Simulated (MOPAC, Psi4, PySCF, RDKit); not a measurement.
Internal rotation in SMILES C(/OC)=C/[SiH3]. Scanned: dihedral C1–O2–C3–C4; all other coordinates were relaxed at GFN2-xTB. Points at φ and −φ are mirror images.

Atom numbering (GFN2-xTB optimised geometry, Å):
```
13

C     -2.2084     0.3693     0.4624
O     -0.8131     0.3392     0.2965
C     -0.3154    -0.6921    -0.4363
C      0.9908    -0.8128    -0.6401
Si     2.2010     0.4283     0.0736
H     -2.4293     1.2525     1.0592
H     -2.5679    -0.5218     0.9891
H     -2.7245     0.4460    -0.5012
H     -1.0527    -1.3883    -0.8309
H      1.3286    -1.6492    -1.2305
H      1.9260     1.7696    -0.4467
H      2.1149     0.4436     1.5358
H      3.5500     0.0157    -0.3309
```

Levels of theory: PBE/def2-TZVP // GFN2-xTB (Psi4); HF/cc-pVTZ // GFN2-xTB (Psi4); RKS-B3LYP/LANL2DZ = PySCF with restricted B3LYP/LANL2DZ, with its core potentials past Ne // GFN2-xTB; AM1, restricted, heats of formation // GFN2-xTB (MOPAC); MMFF94 // GFN2-xTB (RDKit); MP2/cc-pVTZ = DF-MP2 (frozen core)/cc-pVTZ // GFN2-xTB (Psi4 1.11).

Energies in mEh, each method relative to its own lowest point.

```json
[
 {"φ / °": "-160", "PBE/def2-TZVP": "0.3", "HF/cc-pVTZ": "0.2", "RKS-B3LYP/LANL2DZ": "0.3", "AM1": "0.3", "MMFF94": "0.6", "MP2/cc-pVTZ": "0.2"},
 {"φ / °": "-140", "PBE/def2-TZVP": "1.9", "HF/cc-pVTZ": "1.1", "RKS-B3LYP/LANL2DZ": "1.7", "AM1": "1.2", "MMFF94": "2.0", "MP2/cc-pVTZ": "1.2"},
 {"φ / °": "-120", "PBE/def2-TZVP": "4.7", "HF/cc-pVTZ": "3.1", "RKS-B3LYP/LANL2DZ": "4.4", "AM1": "2.6", "MMFF94": "4.4", "MP2/cc-pVTZ": "3.2"},
 {"φ / °": "-100", "PBE/def2-TZVP": "8.1", "HF/cc-pVTZ": "5.8", "RKS-B3LYP/LANL2DZ": "7.2", "AM1": "4.7", "MMFF94": "6.6", "MP2/cc-pVTZ": "5.8"},
 {"φ / °": "-80", "PBE/def2-TZVP": "9.9", "HF/cc-pVTZ": "8.0", "RKS-B3LYP/LANL2DZ": "8.4", "AM1": "4.6", "MMFF94": "8.2", "MP2/cc-pVTZ": "8.1"},
 {"φ / °": "-60", "PBE/def2-TZVP": "8.8", "HF/cc-pVTZ": "8.8", "RKS-B3LYP/LANL2DZ": "7.5", "AM1": "2.4", "MMFF94": "9.8", "MP2/cc-pVTZ": "8.3"},
 {"φ / °": "-40", "PBE/def2-TZVP": "5.8", "HF/cc-pVTZ": "7.3", "RKS-B3LYP/LANL2DZ": "5.3", "AM1": "2.0", "MMFF94": "7.7", "MP2/cc-pVTZ": "5.7"},
 {"φ / °": "-20", "PBE/def2-TZVP": "2.9", "HF/cc-pVTZ": "5.3", "RKS-B3LYP/LANL2DZ": "3.1", "AM1": "0.6", "MMFF94": "6.2", "MP2/cc-pVTZ": "3.2"},
 {"φ / °": "0", "PBE/def2-TZVP": "2.0", "HF/cc-pVTZ": "4.5", "RKS-B3LYP/LANL2DZ": "2.3", "AM1": "0.3", "MMFF94": "5.3", "MP2/cc-pVTZ": "2.3"},
 {"φ / °": "20", "PBE/def2-TZVP": "2.9", "HF/cc-pVTZ": "5.3", "RKS-B3LYP/LANL2DZ": "3.1", "AM1": "0.6", "MMFF94": "6.2", "MP2/cc-pVTZ": "3.2"},
 {"φ / °": "40", "PBE/def2-TZVP": "5.8", "HF/cc-pVTZ": "7.3", "RKS-B3LYP/LANL2DZ": "5.3", "AM1": "2.0", "MMFF94": "7.7", "MP2/cc-pVTZ": "5.7"},
 {"φ / °": "60", "PBE/def2-TZVP": "8.8", "HF/cc-pVTZ": "8.8", "RKS-B3LYP/LANL2DZ": "7.5", "AM1": "2.4", "MMFF94": "9.8", "MP2/cc-pVTZ": "8.3"},
 {"φ / °": "80", "PBE/def2-TZVP": "9.9", "HF/cc-pVTZ": "8.0", "RKS-B3LYP/LANL2DZ": "8.4", "AM1": "4.6", "MMFF94": "8.2", "MP2/cc-pVTZ": "8.1"},
 {"φ / °": "100", "PBE/def2-TZVP": "8.1", "HF/cc-pVTZ": "5.8", "RKS-B3LYP/LANL2DZ": "7.2", "AM1": "4.7", "MMFF94": "6.6", "MP2/cc-pVTZ": "5.8"},
 {"φ / °": "120", "PBE/def2-TZVP": "4.7", "HF/cc-pVTZ": "3.1", "RKS-B3LYP/LANL2DZ": "4.4", "AM1": "2.6", "MMFF94": "4.4", "MP2/cc-pVTZ": "3.2"},
 {"φ / °": "140", "PBE/def2-TZVP": "1.9", "HF/cc-pVTZ": "1.1", "RKS-B3LYP/LANL2DZ": "1.7", "AM1": "1.2", "MMFF94": "2.0", "MP2/cc-pVTZ": "1.2"},
 {"φ / °": "160", "PBE/def2-TZVP": "0.3", "HF/cc-pVTZ": "0.2", "RKS-B3LYP/LANL2DZ": "0.3", "AM1": "0.3", "MMFF94": "0.6", "MP2/cc-pVTZ": "0.2"},
 {"φ / °": "180", "PBE/def2-TZVP": "0.0", "HF/cc-pVTZ": "0.0", "RKS-B3LYP/LANL2DZ": "0.0", "AM1": "0.0", "MMFF94": "0.0", "MP2/cc-pVTZ": "0.0"}
]
```

Root-mean-square difference from the MP2/cc-pVTZ profile, itself a level with limits, after the best constant shift (mEh): PBE/def2-TZVP 0.9, HF/cc-pVTZ 0.9, RKS-B3LYP/LANL2DZ 0.7, AM1 1.9, MMFF94 1.0.

MMFF94 has few fitted parameters for silicon.
